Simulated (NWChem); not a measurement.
System: C2H3I; SMILES C=CI

Input file for NWChem:

```
start job
memory heap 200 mb stack 900 mb global 1100 mb
geometry units angstroms noautoz
  C     -0.356303     2.440913     0.000000
  C      0.520824     1.443424     0.000000
  I     -0.010335    -0.581253     0.000000
  H     -1.437364     2.281381     0.000000
  H      0.007103     3.473679     0.000000
  H      1.603099     1.594300     0.000000
end
basis spherical
  * library def2-svp
end
ecp
  I library def2-ecp
end
dft
  xc b3lyp
  iterations 150
  mulliken
end
task dft energy
```

Coordinates come from a PBE0/def2-SVP optimisation. B3LYP is NWChem's, with the RPA form of VWN correlation. def2 effective core potentials on I; no spin-orbit coupling.

**Question.** Predict the main results of this run. (B3LYP/def2-SVP with def2 effective core potentials on I.) Quantities: basis functions; energy (Ha); highest occupied level (eV); orbital gap (eV); dipole (D).

**Answer.** 
```
Item                          Result
---------------------------  -------
number of basis functions         69
energy (Ha)                  -375.72
highest occupied level (eV)    -6.74
orbital gap (eV)                6.03
dipole (D)                      1.14
```
